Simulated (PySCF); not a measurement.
Gas-phase reaction: (H₂SiO)₃ + 2 SiH₄ → 2 SiH + 3 H₃SiOH

Method: PySCF energies plus ideal-gas RRHO corrections (1 bar). † marks an energy on the PBE0/def2-TZVP geometry and frequencies; other levels use their own. MP2 freezes the core. 6-31G* has spherical d functions here. Open shells (unrestricted): SiH (multiplicity 2); the rest are closed-shell singlets. Spin-orbit splitting is ignored; it lowers the true energy and changes the entropy of SiH. B3LYP is the form with VWN-RPA correlation. (H₂SiO)₃, H₃SiOH: computed as isolated molecules; such fragments, hydroxides, amides, oligomers or adducts are transient or little studied in the gas. MP2 isn't extrapolated to the basis-set limit.

MP2/def2-TZVPP† gives ΔH°(298 K) = 1055 kJ.

**Question.** What do B3LYP/6-31G*, PBE0/def2-SVP†, ωB97X-V/def2-TZVP† give?

**Answer.** B3LYP/6-31G*: 991 kJ; PBE0/def2-SVP†: 983 kJ; ωB97X-V/def2-TZVP†: 1061 kJ. For scale, ΔH°(298 K) is 1055 kJ at this level, 1040 kJ at ωB97M-V/def2-TZVP†, and runs from 940 to 1159 kJ over the 18 levels computed.
